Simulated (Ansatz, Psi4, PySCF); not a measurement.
boroxine (H₃B₃O₃), singlet, geometry from GFN2-xTB. Base run: MP2/6-31G* (PySCF).

The PySCF input:
```python
from pyscf import gto, scf, mp

mol = gto.M(
    atom='''
B    -0.626424    1.183003    0.246010
O    -1.339483    0.024860    0.229707
B    -0.714807   -1.158110   -0.016003
O     0.625608   -1.181461   -0.245689
B     1.341232   -0.024893   -0.230007
O     0.713876    1.156601    0.015983
H    -1.164867    2.199854    0.457468
H    -1.329220   -2.153564   -0.029759
H     2.494088   -0.046290   -0.427709
''',
    basis='6-31g*',
    charge=0,
    spin=0,
    verbose=4,
)

mf = scf.RHF(mol)
mf.kernel()

pt = mp.MP2(mf)
pt.kernel()
print('E(MP2) = %.10f' % pt.e_tot)
```

The same geometry, method and basis name were run in Ansatz (a program for electronic structure) and Psi4 and PySCF, at each program's defaults and at the settings that a row names. The base is PySCF at its defaults. Differences at the defaults can come from grids, fitting, cores and function types together.

| code and settings | ΔE vs base (mEh) | basis functions | E (Eh) | SCF cycles |
|---|---|---|---|---|
| PySCF, defaults (exact integrals, spherical functions, all electrons correlated) | 0.000 | 90 | -301.43788 | 9 |
| Psi4, defaults (density fitting with its default set, Cartesian functions, all electrons correlated) | -22.328 | 96 | -301.46021 | 10 |
| Ansatz, defaults (factorised integrals, Cartesian functions, frozen core) | 2.606 | 96 | -301.43527 | - |
| PySCF, frozen core | 14.454 | 90 | -301.42342 | 9 |
| Psi4, exact integrals, spherical functions, frozen core | 14.454 | 90 | -301.42342 | 10 |
| Ansatz, high accuracy, frozen core, Cartesian functions as the basis file defines them | 2.598 | 96 | -301.43528 | - |
